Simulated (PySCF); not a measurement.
C$_{4}$H$_{8}$ClGa (SMILES C=[CH][Ga]([Cl])[CH2]C), singlet, geometry from GFN2-xTB (such geometries of metal compounds can be far from the true shape), atoms displaced at random by about 0.08 Å a coordinate; B3LYP/STO-3G, gradient in PySCF.

PySCF was given this input:
```python
from pyscf import gto, scf, dft

mol = gto.Mole()
mol.atom = '''
    Ga   -0.09094856   -0.06045070    0.01133596
    Cl   -0.05029384    0.02441205    1.97908694
    C     1.43789592    0.27669294   -1.30165106
    C     2.58488123    0.77799032   -0.35110634
    H     1.19362727    1.16739222   -2.01458717
    H     1.61920816   -0.56336914   -1.65048633
    H     3.06354809   -0.02554170    0.44616761
    H     2.42519299    1.65616704    0.22357113
    H     3.61164768    1.01292642   -0.98247974
    C    -1.97668081   -0.72315919   -0.73135920
    C    -2.09892826   -0.94153212   -1.93119603
    H    -2.69246607   -0.98102287    0.01208617
    H    -3.06445065   -1.17621520   -2.36640214
    H    -1.45378342   -0.65594759   -2.71383377
'''
mol.basis = 'sto-3g'
mol.verbose = 3
mol.build()

mf = dft.RKS(mol)
mf.xc = 'b3lyp'
mf.grids.level = 0
mf.kernel()
g = mf.nuc_grad_method()
g.grid_response = True
grad = g.kernel()
```

What the program printed (banner, timings and long lists left out):

```
converged SCF energy = -2512.71496542219
--------------- RKS gradients ---------------
         x                y                z
0 Ga     0.0191245793     0.0066623452     0.0409948555
1 Cl     0.0024159356     0.0002457284     0.0025049746
2 C     0.0893212163    -0.2272981729    -0.1350166195
3 C    -0.1281021824     0.0660072507     0.0197036143
4 H    -0.0085072772     0.0458891605    -0.0177238450
5 H    -0.0496867700     0.1838578778     0.0995223237
6 H     0.0429654009    -0.0391712975     0.0472831735
7 H     0.0181608006    -0.0301857147    -0.0146833154
8 H     0.0613358665     0.0089823334    -0.0286716499
9 C    -0.1153523602    -0.0500592278    -0.2027424299
10 C     0.0630004554     0.0197332055     0.1782323807
11 H     0.0267386409     0.0042850905    -0.0166494631
12 H     0.0150552555     0.0175471944     0.0047205252
13 H    -0.0364695610    -0.0064957736     0.0225254752
----------------------------------------------
```
